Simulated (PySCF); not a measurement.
A GIAO shielding run with PySCF 2.14 (density fitting, non-relativistic, gas phase) on `C1C[C@@](CC)(O[C@@H](C)F)O1`, C7H13FO2:

```
$ OMP_NUM_THREADS=1 python probes_run.py task.json out

{"job": {"kind": "nmr", "xc": "PBE0", "basis": "pcSseg-1"}, "charge": 0, "multiplicity": 1}
C     -1.080806    -2.331336     0.235407
C     -1.559208    -1.040466    -0.417106
C     -0.639586     0.130234    -0.073666
O      0.618143    -0.172439    -0.636090
C      1.714269     0.542805    -0.211591
C      2.981002    -0.227204    -0.532417
F      1.766456     1.766002    -0.883337
C     -1.208676     1.537401    -0.354738
C     -1.145875     1.709336     1.163452
O     -0.581256     0.402827     1.328380
H     -0.097231    -2.595273    -0.142081
H     -1.773575    -3.140407     0.019079
H     -1.015605    -2.195369     1.311960
H     -2.563958    -0.796654    -0.068787
H     -1.572685    -1.141433    -1.502951
H      1.644338     0.804103     0.855242
H      2.990882    -0.469823    -1.591415
H      3.001310    -1.143407     0.048584
H      3.846240     0.383653    -0.290855
H     -2.201665     1.546177    -0.794651
H     -0.545439     2.183662    -0.920659
H     -2.110204     1.786678     1.671120
H     -0.471623     2.487917     1.528892
```

Hardware: 1 thread of an Arm Neoverse N1, shared host. The job also computes population analyses, field gradients, ring-centre shieldings.

Task: How large is the calculation?

Result: 80 electrons, 235 basis functions and 1214 auxiliary functions.

Task: How long does it take, and how much memory does it need?

Result: 100 s of wall time, with 14 SCF cycles and 4 response iterations; peak memory 1.1 GiB. Times on a shared host scatter by some tens of per cent.
